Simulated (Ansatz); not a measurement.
InSn20H30, a doped nanocrystal cut from the lattice of tin (In on an inner site). Total charge 0; doublet. Geometry PBE-D4/def2-SVP; atoms count from 1.

Cartesian coordinates in Å:
```
In -0.132 -0.252 -0.737
Sn 1.013 4.758 -0.638
Sn 4.410 -2.275 1.330
Sn 4.638 1.727 -0.997
Sn 1.047 0.710 1.733
Sn -0.901 -2.194 1.291
Sn -2.126 1.597 -1.376
Sn 1.737 -1.497 -2.399
Sn -4.301 0.486 2.594
Sn -4.809 -2.006 -1.283
Sn 2.708 -1.037 3.203
Sn -2.342 -1.298 3.543
Sn 2.637 2.842 0.663
Sn -3.254 2.579 1.017
Sn -0.667 3.669 -2.623
Sn 6.115 -0.226 0.406
Sn 3.088 -3.444 -0.871
Sn 3.540 0.488 -3.273
Sn -2.539 -3.547 -0.618
Sn -4.114 0.241 -2.846
Sn -6.064 -1.104 1.071
H 2.045 5.989 -1.310
H 0.023 5.527 0.565
H 5.374 -3.489 2.130
H 5.698 3.030 -1.472
H -0.183 1.403 2.766
H 0.415 -3.253 1.742
H 1.028 -2.270 -3.792
H -5.178 1.149 3.948
H -5.897 -3.046 -2.165
H 3.672 -0.112 4.322
H 1.774 -2.164 4.136
H -1.255 -0.588 4.692
H -3.110 -2.652 4.319
H 3.426 3.632 2.014
H -2.055 3.457 1.916
H -4.552 3.692 0.686
H -1.641 4.921 -3.336
H 0.317 2.988 -3.885
H 6.951 0.501 1.746
H 7.323 -0.876 -0.663
H 4.281 -4.291 -1.814
H 1.950 -4.636 -0.313
H 4.832 -0.162 -4.236
H 2.702 1.655 -4.249
H -1.531 -3.767 -2.021
H -2.996 -5.135 -0.061
H -3.501 -0.255 -4.393
H -5.530 1.210 -3.126
H -6.575 -2.466 2.021
H -7.491 -0.212 0.645
```

In the def2 sets In, Sn take a core potential; there is no spin–orbit coupling. Single mean-field runs in def2-SVP are fitted with def2-universal-jkfit.

(1) Estimate the Mulliken populations of the heavy atoms from the PBE0/def2-SVP orbitals of Ansatz.

(2) Where does the spin sit?

(3) And the Mayer bond orders between heavy atoms (over 0.3)?

Results:

(1) 
```csv
atom,charge (e),spin (α − β)
In1,-0.08,0.28
Sn2,0.15,0.00
Sn3,0.02,0.00
Sn4,0.01,0.00
Sn5,-0.05,0.21
Sn6,-0.04,0.25
Sn7,-0.14,-0.02
Sn8,0.05,-0.02
Sn9,0.03,0.00
Sn10,0.01,0.00
Sn11,0.15,-0.01
Sn12,0.16,-0.01
Sn13,0.04,0.12
Sn14,0.15,0.00
Sn15,0.17,0.00
Sn16,0.14,0.00
Sn17,0.14,0.00
Sn18,0.14,0.01
Sn19,0.16,0.10
Sn20,0.19,0.00
Sn21,0.14,0.00
```
Mulliken values depend strongly on the basis.

(2) Summed by element: In 0.28, Sn 0.62, H 0.11, of 1 unpaired in all. Largest on single atoms: In1 0.28, Sn6 0.25, Sn5 0.21.

(3) In1–Sn5 0.62 (2.90 Å); In1–Sn6 0.60 (2.91 Å); In1–Sn7 0.84 (2.79 Å); In1–Sn8 0.86 (2.79 Å); Sn2–Sn13 0.86 (2.83 Å); Sn2–Sn15 0.87 (2.82 Å); Sn3–Sn11 0.87 (2.82 Å); Sn3–Sn16 0.87 (2.82 Å); Sn3–Sn17 0.87 (2.82 Å); Sn4–Sn13 0.85 (2.83 Å); Sn4–Sn16 0.87 (2.82 Å); Sn4–Sn18 0.87 (2.81 Å); Sn5–Sn11 0.84 (2.82 Å); Sn5–Sn13 0.79 (2.87 Å); Sn6–Sn12 0.84 (2.82 Å); Sn6–Sn19 0.81 (2.86 Å); Sn7–Sn14 0.87 (2.82 Å); Sn7–Sn15 0.87 (2.82 Å); Sn7–Sn20 0.86 (2.82 Å); Sn8–Sn17 0.87 (2.82 Å); Sn8–Sn18 0.87 (2.82 Å); Sn9–Sn12 0.87 (2.81 Å); Sn9–Sn14 0.86 (2.82 Å); Sn9–Sn21 0.87 (2.82 Å); Sn10–Sn19 0.86 (2.82 Å); Sn10–Sn20 0.86 (2.82 Å); Sn10–Sn21 0.87 (2.82 Å).
